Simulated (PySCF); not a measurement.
## Spinor energies of Sr¹¹⁺ (strontium, charge +11)

Start: [Ar] 3d9; 3d3/2 filled at m_j = -3/2, -1/2, +1/2, +3/2; 3d5/2 filled at m_j = -3/2, -1/2, +1/2, +3/2, +5/2. Calculated with PySCF 2.14 in an even-tempered Gaussian basis (17 s from 0.76 bohr⁻², ratio 2.8; 13 p from 0.98 bohr⁻², ratio 2.8; 9 d from 0.98 bohr⁻², ratio 2.8; 4 f from 5.9 bohr⁻², ratio 3): generalised Hartree-Fock with the X2C-1e Hamiltonian and a Gaussian nucleus; spin-orbit coupling (SO) screened by Boettger's factors.

```tsv
spinor shell	electrons	ε, screened SO (eV)	weight of nominal j (screened SO)	rms radius, screened SO (bohr)
1s1/2	2	-16432.6	1.000	0.0451
2s1/2	2	-2491.6	1.000	0.187
2p1/2	2	-2282.9	1.000	0.164
2p3/2	4	-2212.1	1.000	0.167
3s1/2	2	-594.89	1.000	0.517
3p1/2	2	-518.27	0.984	0.518
3d3/2	4	-372.04	0.914	0.515
3d5/2	5	-368.81	0.931	0.518
```

Where does 3p3/2 lie, and what is the 3p spin-orbit splitting (screened SO)?

At -504.14 eV, 14.128 eV above 3p1/2.

| quantity | screened SO |
| --- | --- |
| E (hartree) | -3135.04591 |
| M_J | 5/2 |
| ⟨J²⟩ | 8.751 |
| ⟨L²⟩ | 6.005 |
| ⟨S²⟩ | 0.754 |

Each row is a mean over spinors that exchange with the open shell spreads, by up to 12.022 eV (3p3/2).

Breit and QED terms are absent; they matter most for the inner s and p1/2 levels.

Densities and radii are taken from the X2C orbitals without a picture-change correction, which distorts them close to the nucleus.
